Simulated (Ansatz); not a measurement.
```xyz
13

Si    1.193    0.010    1.306
O    -0.028    0.167    0.169
Si   -1.654    0.556    0.289
Ga    0.527   -0.624   -1.813
H     2.449    0.464    0.675
H     0.829    0.877    2.455
H     1.280   -1.402    1.739
H    -2.009    1.363   -0.895
H    -1.816    1.342    1.538
H    -2.451   -0.688    0.361
H     1.058    0.707   -2.457
H    -0.939   -1.108   -2.140
H     1.561   -1.662   -1.226
```

The species carries charge 0 and has multiplicity 1.

Q: List the r2SCAN/def2-TZVPP orbital energies in eV (the Gaussian-basis code of Ansatz). (Estimate.)

A: Ansatz gave: Occupied: -10121.50, -1792.22, -1792.22, -1243.71, -1100.14, -1100.05, -1100.04, -517.18, -147.28, -142.60, -142.60, -100.22, -99.94, -99.93, -97.52, -97.52, -97.43, -97.43, -97.42, -97.42, -27.33, -19.83, -19.69, -19.68, -19.58, -19.58, -15.71, -13.78, -12.43, -11.61, -11.16, -10.06, -9.35, -9.17, -8.86, -8.39, -7.10, -7.02. Lowest empty: -1.62, 0.06, 0.27, 0.35, 0.76, 0.85, 1.02, 1.41.
